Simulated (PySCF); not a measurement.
PySCF job for Ta(NH)(OH)(NH2)2 (H₆N₃OTa), SMILES [NH]=[Ta]([NH2])([NH2])[OH], multiplicity 1, C-PCM-M06-2X/def2-SVP. Geometry optimised at PBE0-D3(BJ)/def2-SVP. The multiplicity is an assumed one; no other spin state was optimised. The structure was generated by enumeration; whether it is a known compound was not checked. The def2 effective core potentials stand for the cores of Ta; spin–orbit coupling is left out. The values are those of a single conformer.

```python
import numpy as np
from pyscf import gto, scf, dft
from pyscf.solvent import pcm

mol = gto.M(
    atom='''
    Ta    0.02823596    0.01356272    0.00000000
    N     1.72427861   -0.49881233   -0.00000002
    H     2.72167744   -0.66918819   -0.00000003
    O    -0.27193184    1.91127890    0.00000001
    H     0.21237537    2.73813287    0.00000000
    N    -0.76982792   -0.76968394    1.65015433
    H    -0.31806824   -1.40833661    2.29637627
    H    -1.73802282   -0.63265980    1.93149206
    N    -0.76982794   -0.76968393   -1.65015432
    H    -0.31806828   -1.40833659   -2.29637628
    H    -1.73802286   -0.63265979   -1.93149204
    ''',
    basis='def2-SVP',
    ecp={'Ta': 'def2-svp'},
    charge=0,
    spin=0,
    max_memory=1600,
    verbose=3,
)
mf = dft.RKS(mol, xc='m06-2x').density_fit(auxbasis='def2-universal-jkfit')
mf.grids.level = 4
mf.conv_tol = 1e-9
mf.max_cycle = 100
mf.kernel()
res = {}
for name, eps in {'water': 78.355, 'diethylether': 4.24, 'ethanol': 24.852}.items():
    s = mf.PCM()
    s.with_solvent.method, s.with_solvent.eps, s.with_solvent.lebedev_order = 'C-PCM', eps, 29
    s.kernel(mf.make_rdm1())
    res[name] = (s.e_tot, eps, s.dip_moment(), s.mo_energy, s.converged)
    print(f'{name}: electrostatic solvation free energy {(s.e_tot - mf.e_tot) * 627.509474:.3f} kcal/mol')
```

Log of the run:

```
converged SCF energy = -299.859693022292

WARN: PCM is an experimental feature. It is still in testing.
Features and APIs may be changed in the future.

converged SCF energy = -299.876018572885
Dipole moment(X, Y, Z, Debye): -1.20641,  0.21242, -0.00000
water: electrostatic solvation free energy -10.244 kcal/mol

WARN: PCM is an experimental feature. It is still in testing.
Features and APIs may be changed in the future.

converged SCF energy = -299.872075374912
Dipole moment(X, Y, Z, Debye): -1.06731,  0.18637, -0.00000
diethylether: electrostatic solvation free energy -7.770 kcal/mol

WARN: PCM is an experimental feature. It is still in testing.
Features and APIs may be changed in the future.

converged SCF energy = -299.875523603179
Dipole moment(X, Y, Z, Debye): -1.18796,  0.20896, -0.00000
ethanol: electrostatic solvation free energy -9.934 kcal/mol
```

The run converged.

Cost: about 6 core-minutes (a rough figure).
